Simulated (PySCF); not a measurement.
# Calculated properties of `C#CCC(=O)CC#N`

C₆H₅NO.
Geometry (GFN2-xTB, Å), atoms numbered from 1 in this order:
```xyz
13
C6H5NO angstrom
C      1.0627    2.0342    0.6323
C      1.1269    0.9792    0.0719
C      1.1984   -0.3132   -0.5761
C      0.1025   -1.2619   -0.1349
O      0.2805   -2.4327    0.0498
C     -1.2689   -0.6126    0.0444
C     -1.6306    0.1651   -1.1106
N     -1.9084    0.7617   -2.0446
H      1.0184    2.9678    1.1080
H      1.0838   -0.1733   -1.6580
H      2.1706   -0.7785   -0.3922
H     -1.2198    0.0521    0.9124
H     -2.0206   -1.3874    0.2188
```

Some functional groups and rings: ketone, nitrile and alkyne.

From GFN2-xTB geometry:

```
Point group of the GFN2-xTB geometry                  : C1
Rotational constants A, B, C of the GFN2-xTB geometry : 2.219, 2.129, 1.275 GHz
```

**PBE0/def2-SVPD ground state and vertical TDDFT (core frozen in the response) (PySCF)**

```
Dipole moment                                                     : 2.56 D
HOMO energy                                                       : -8.02 eV
LUMO energy                                                       : -1.56 eV
HOMO–LUMO gap                                                     : 6.46 eV
Lowest singlet excitation                                         : 4.39 eV (282 nm, f = 0.001)
Strongest line among the 6 lowest singlet transitions             : S6 at 6.99 eV (177 nm, f = 0.006)
Lowest triplet excitation (Tamm–Dancoff)                          : 3.81 eV
Static isotropic polarisability                                   : 71.8 au
Electronic spatial extent ⟨r²⟩ about the centre of nuclear charge : 932 bohr²
```

From PBE0/pcSseg-1 ground state and GIAO shieldings, non-relativistic (PySCF):

```
Lowest Hirshfeld atomic charge                              : -0.22 e on N8
Highest Hirshfeld atomic charge                             : +0.19 e on C4
13C chemical shifts (computed TMS as zero) by class         : 202.4 (C4), 119.4 (C7), 82.5 (C1), 82.1 (C2), 34.9 (C3), 31.6 (C6) ppm
1H chemical shifts (computed TMS as zero) by class          : 3.66 (H10/H11), 3.64 (H12/H13), 1.91 (H9) ppm
Isotropic shieldings of nuclei other than C and H, by class : -42 (N8), -365 (O5) ppm
Mayer bond orders between heavy atoms                       : C1–C2 2.58, C2–C3 1.02, C3–C4 0.98, C4–O5 2.06, C4–C6 0.96, C6–C7 1.00, C7–N8 3.04
```

Monoisotopic mass from the formula: 107.0371 u.

The dipole equals about 8.6 × 10⁻³⁰ C·m (1 D = 3.33564 × 10⁻³⁰ C·m). The principal polarisabilities are 60.3, 69.9 and 85.2 au; their mean is the isotropic value. No computed singlet falls in the visible range (750 to 380 nm, 1.65 to 3.26 eV); S1 lies 1.13 eV above its blue end. The largest Löwdin shares of the LUMO are 0.37 on C4, 0.33 on O5, 0.07 on C6 and 0.07 on C3. The vertical singlet–triplet gap S1 − T1 is 0.58 eV (TDDFT singlet less Tamm–Dancoff triplet; S1: HOMO→LUMO, weight 0.87; T1: HOMO→LUMO, weight 0.83).

The structure is a single GFN2-xTB conformer in the gas phase; no vibrational or solvent corrections. NMR classes are plain means over equivalent atoms (diastereotopic ones count apart unless rotation or inversion swaps them), as if these changed places fast; in this geometry the members of some classes differ.

For the NMR shielding job (PBE0/pcSseg-1), time: 31 s wall; peak memory 0.72 GiB. Hardware: one thread of an Intel Xeon at 2.70 GHz, no GPU, shared host with 64 logical CPUs at a one-minute load of 26.
